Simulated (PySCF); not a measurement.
A calculated (r2SCAN, PySCF 2.14, def2-TZVPPD, the non-relativistic Hamiltonian (point nucleus)) atom or ion has these occupied shells.

| shell | electrons | orbital energy (eV) | rms radius, mean of both spins (bohr) |
| --- | --- | --- | --- |
| 1s α | 1 | -6965.8 | 0.0685 |
| 1s β | 1 | -6965.8 | 0.0685 |
| 2s α | 1 | -824.44 | 0.293 |
| 2s β | 1 | -821.95 | 0.293 |
| 2p α | 3 | -710.96 | 0.262 |
| 2p β | 3 | -709.06 | 0.262 |
| 3s α | 1 | -105.73 | 0.881 |
| 3s β | 1 | -99.733 | 0.881 |
| 3p α | 3 | -72.071 | 0.937 |
| 3p β | 3 | -66.167 | 0.937 |
| 3d α | 5 | -18.100 | 1.25 |
| 3d β | 1 | -14.090 | 1.25 |
| 4s α | 1 | -13.203 | 2.87 |

Question: Name the element and its charge.

Answer: Fe⁺ (iron, charge +1), in [Ar] 3d6 4s1, high-spin 6D determinant.
